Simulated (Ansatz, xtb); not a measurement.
This singlet lies 1.11 eV below the relaxed triplet at the level frozen-core CCSD(T)/cc-pVTZ // B3LYP-D3(BJ)/def2-TZVP (Ansatz, an electronic-structure program).

A geometry relaxed with GFN2-xTB (xtb 6.7.1), charge 0, multiplicity 1:

```xyz
7

S      0.0988    -0.9734     0.0623
H      1.1646     1.1534    -0.2166
C      1.3303     0.0970    -0.1624
H     -1.3739     0.9155     0.1058
H      2.3154    -0.3079    -0.2488
C     -1.3249    -0.1520     0.1730
H     -2.2102    -0.7326     0.3216
```

Write the SMILES of this molecule.

`[CH2]S[CH2]`
